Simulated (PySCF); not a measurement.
**Relaxation of singlet TeN(OH)**

Computed with PBE0/[Te def2-TZVP with ECP28, N def2-TZVP, O def2-TZVP, H def2-TZVP], scalar-relativistic core potentials, density fitting, no spin–orbit coupling, PySCF. A (50,194) grid was used.

A hand-made linear (heavy-atom frame) start, of Cs symmetry, held to at least that symmetry:

Coordinates in bohr (charge 0 multiplicity 1):
```
Te   -0.0087    0.0000    0.0955
N    -0.0087    0.0000    3.6482
O    -0.0087    0.0000   -3.6651
H     1.3810    0.0000   -4.8312
```

What forces act on the atoms at the start (eV/Å)?


```
atom     Fx    Fy     Fz
 Te1  -1.05  0.00   3.41
  N2   0.46  0.00  -1.47
  O3   0.56  0.00  -1.48
  H4   0.03  0.00  -0.46
```

What does it relax to?

It ends at Cs with O–H 0.967 Å, Te–N 1.800 Å, Te–O 1.970 Å; H–O–Te 108.8°, N–Te–O 108.6° (after a last refinement on a finer grid). A frequency run shows a minimum. Other isomers or separated fragments may lie lower.

How much energy is released, and in how many steps?

185.4 kJ/mol in 15 steps.

The relaxation took about 80 core-seconds on a shared host.
